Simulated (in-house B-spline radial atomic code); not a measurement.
TDHF excitations of Ti4+

Method: TDHF. Computed with an all-electron radial atomic-structure program (B-spline basis): linear response of the closed shell [Ne] 3s2 3p6 with bare exchange (time-dependent Hartree-Fock); non-relativistic, point nucleus, no spin-orbit coupling, no double excitations, S, P, D and F terms only. Only terms of natural parity with L up to 3 were computed.

Command:
```bash
python run_td.py task.json out
```
Settings (radii: box in bohr, nucleus in fm):
```
Z                        22
electrons                18
configuration            [Ne] 3s2 3p6
hamiltonian              nr
method                   hf
box_radius               19.1
intervals                53
```

Run time, properties included: 0.7 s on 1 thread of Arm Neoverse N1, with other jobs on the host.

The lowest states, in the order of their Tamm-Dancoff energies; the method's threshold (minus the highest occupied level) is 99.34 eV. Labels give the largest channel, * marks a mixed state, and oscillator strengths are full-response dipole values. Energies in eV:

```tsv
state	full response	Tamm-Dancoff	oscillator strength
3p → 3d 3P	33.28	33.46	-
3p → 3d 3F	34.16	34.76	-
3p → 3d 1F	?	?	-
3p → 3d 1P	48.51	50.69	4.21
3p → 4s 3P	54.33	54.36	-
3p → 4s 1P	55.37	55.47	0.182
3p → 4p 3S	59.35	59.41	-
3p → 4p 3D	60.90	60.95	-
3p → 4p 1D	61.59	61.59	-
3p → 4p 1S	64.12	64.36	-
3s → 3d 3D	?	?	-
3s → 3d 1D	69.64	69.78	-
3p → 4d 3P	70.67	70.68	-
3p → 4d 3F	71.14	71.16	-
3p → 4d 1F	71.47	71.47	-
3p → 4d 1P	72.14	72.37	0.00424
```

(1) Where does 3p → 3d 1F lie?

(2) Where does 3s → 3d 3D lie?

(3) How large is the singlet-triplet splitting of 3p → 3d (F terms) in Tamm-Dancoff?

(4) What polarisabilities and dispersion coefficient does the method give?

Answers

(1) At 38.03 eV in full response, 38.13 eV in Tamm-Dancoff.

(2) At 64.68 eV in full response, 64.75 eV in Tamm-Dancoff.

(3) 3.37 eV, from the unrounded values.

(4) Dipole 1.49 bohr³, quadrupole 1.911 bohr⁵, C6 3.231 hartree·bohr⁶ for two such species.
